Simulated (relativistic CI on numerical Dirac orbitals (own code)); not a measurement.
## Radial parameters of Cd³⁺

Computed by Dirac-Coulomb-Breit CI, KLI orbitals optimised for each configuration, model QED (radiative potential, 1s self-energy scaled to tabulated hydrogen-like ionisation energies), valence Slater integrals scaled by 0.85, P86 correlation energy added to each configuration (own radial code, finite nucleus).

Slater integrals F^k, G^k are unscaled and averaged over j, outside the closed core [Ar] 3d10 4s2; ζ comes from projecting the Hamiltonian with its Breit term on Σ l·s of the shell.

- 4p⁶4d⁹: ζ(4d) = 2244.1 cm⁻¹; <r>(4d) = 1.195, <r^2>(4d) = 1.682 (bohr units).
- 4p⁶4d⁸5s: F^2(4d,4d) = 85789, F^4(4d,4d) = 56537, ζ(4d) = 2379.8, G^2(4d,5s) = 16237 cm⁻¹; <r>(4d) = 1.169, <r^2>(4d) = 1.607, <r>(5s) = 2.238, <r^2>(5s) = 5.62 (bohr units).
- 4p⁶4d⁸4f: F^2(4d,4d) = 86735, F^4(4d,4d) = 57243, ζ(4d) = 2412.2, F^2(4d,4f) = 15453, F^4(4d,4f) = 7319.7, G^1(4d,4f) = 12200, G^3(4d,4f) = 7015.8, G^5(4d,4f) = 4797.9, ζ(4f) = -31.68 cm⁻¹; <r>(4d) = 1.159, <r^2>(4d) = 1.574, <r>(4f) = 3.871, <r^2>(4f) = 17.43 (bohr units).

Give the Racah parameters of the d shell in 4p⁶4d⁸5s.

B = F²/49 − 5F⁴/441 = 1110 cm⁻¹ and C = 35F⁴/441 = 4487 cm⁻¹; values fitted to spectra at such low charge are typically 15 to 30 % smaller.

In this model ζ of a weakly bound d, f or g electron outside closed shells comes out too small, for d by up to a factor of two or three and at times with the wrong sign; that of an outer p electron is too small as well.

Correlation outside the listed configurations is missing or only estimated: errors of thousands of cm⁻¹ between configurations and terms are usual at this charge. Rates and lifetimes follow the computed energies and can be off by large factors. The fine structure of a lone outer electron comes out too small, for d and f at times inverted, and misplaced configurations move strength between like terms. 28 of the 42 excited levels that our extract of the measured tables holds in this range could be paired (the sources list more); they are missed by 2662 cm⁻¹ on average and 4715 at most, and levels without a partner can miss by more.

Averages of the first 10 configurations, taken without configuration mixing, which lowers the lowest level and can move excited configurations by several eV; other configurations of the list can lie among them:

| Configuration | Parity | States | Average energy above the lowest level (eV) |
| --- | --- | --- | --- |
| 4p⁶4d⁹ | even | 10 | 0.3 |
| 4p⁶4d⁸5s | even | 90 | 16.0 |
| 4p⁶4d⁸4f | odd | 630 | 39.9 |
| 4p⁶4d⁸5p | odd | 270 | 24.2 |
| 4p⁶4d⁸5d | even | 450 | 34.5 |
| 4p⁶4d⁸6s | even | 90 | 35.5 |
| 4p⁶4d⁸6p | odd | 270 | 38.4 |
| 4p⁵4d¹⁰ | odd | 6 | 64.5 |
| 4p⁶4d⁷5s5p | odd | 1440 | 42.6 |
| 4p⁶4d⁸6d | even | 450 | 42.6 |
